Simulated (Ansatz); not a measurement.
Start from `C#CC(=C)SC` and change one atom or group to get `BC(=C)SC`.

Ansatz, PBE0-D4/def2-TZVP geometries, multiplicity 1. Each molecule was computed in one conformer, which needn't be the lowest.

```tsv
property	`C#CC(=C)SC`
LUMO energy (PBE/def2-TZVPP) / eV	-1.97
HOMO energy (ωB97M-V/def2-TZVPP) / eV	-8.49
HOMO–LUMO gap (PBE/def2-TZVPP) / eV	3.32
LUMO energy (B3LYP/def2-TZVPP) / eV	-1.28
HOMO–LUMO gap (PBE0/def2-TZVPP) / eV	5.30
HOMO energy (PBE/def2-TZVPP) / eV	-5.30
```

**Question.** Give the same properties after the change, and the shifts. (Best estimate.)

**Answer.** Ansatz gave: 
```tsv
property	`BC(=C)SC`	shift
LUMO energy (PBE/def2-TZVPP) / eV	-3.14	-1.17
HOMO energy (ωB97M-V/def2-TZVPP) / eV	-8.34	0.15
HOMO–LUMO gap (PBE/def2-TZVPP) / eV	2.10	-1.22
LUMO energy (B3LYP/def2-TZVPP) / eV	-2.38	-1.10
HOMO–LUMO gap (PBE0/def2-TZVPP) / eV	4.06	-1.24
HOMO energy (PBE/def2-TZVPP) / eV	-5.24	0.06
```

With PBE0 the HOMO rises by 0.13 eV and the LUMO falls by 1.10 eV, so the gap narrows by about 1.23 eV. PBE moves the HOMO by 0.06 eV and ωB97M-V by 0.15 eV.

B3LYP here is the variant with VWN-RPA as its local correlation; programs differ in this.
